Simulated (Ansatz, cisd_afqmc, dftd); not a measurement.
Species: MgF$_{2}$, charge 0, singlet. MgF2 (SMILES [F][Mg][F]).
B3LYP-D3(BJ)/def2-TZVP minimum from Ansatz (a quantum-chemistry and plane-wave program):
```
Mg
F 1 1.7511
F 1 1.7511 2 180.00
```
Charge 0, spin multiplicity 1.

Wanted: atomisation energy (electronic, to ground-state atoms), in kcal/mol. Open shells are spin-unrestricted; no spin-orbit coupling. Cores are frozen in correlated methods. No relativity. AFQMC/CISD: phaseless, guided by CISD from CCSD amplitudes; bars are statistical, one sigma. Outlying blocks are dropped, and bars are widened where a walk drifts. Over all cases where full CI ran beside it in this data, AFQMC minus full CI had a median of +0.1 mEh and passed +0.4 mEh in a tenth of the cases. CBS(X,Y): correlation extrapolated as X^-3, Hartree-Fock from the larger set. A bracket is a step between two methods taken in the basis named. Where a partner has so few electrons that a lower coupled-cluster level is exact, that level stands in.

| level | program | atomisation energy (kcal/mol) |
|---|---|---|
| PBE-D3(BJ)/def2-TZVPD | Ansatz + dftd3 | 247.5 |
| PBE-D4/def2-TZVPD | Ansatz + dftd4 | 247.7 |
| CAM-B3LYP/def2-TZVPD | Ansatz | 243.6 |
| CCSD/def2-TZVPP | Ansatz | (withheld) |
| CCSDT(Q)/def2-SVP | Ansatz | 229.7 |
| CCSDT(Q)/def2-TZVPP | Ansatz | (withheld) |
| CCSDTQ/def2-SVP | Ansatz | 229.6 |
| AFQMC/CISD/def2-SVP | cisd_afqmc | 229.7 ± 0.2 |
| CCSD(T)/CBS(def2-TZVPP,def2-QZVPP) + [AFQMC/CISD - CCSD(T)]/def2-SVP | Ansatz + cisd_afqmc | 250.6 ± 0.2 |
| CCSD(T)/CBS(def2-TZVPP,def2-QZVPP) + [CCSDT(Q) - CCSD(T)]/def2-TZVPP + [CCSDTQ - CCSDT(Q)]/def2-SVP | Ansatz | (withheld) |

Q: Complete the blanks.

A: 
- CCSD/def2-TZVPP, atomisation energy (kcal/mol): 231.7
- CCSDT(Q)/def2-TZVPP, atomisation energy (kcal/mol): 236.4
- CCSD(T)/CBS(def2-TZVPP,def2-QZVPP) + [CCSDT(Q) - CCSD(T)]/def2-TZVPP + [CCSDTQ - CCSDT(Q)]/def2-SVP, atomisation energy (kcal/mol): 250.0
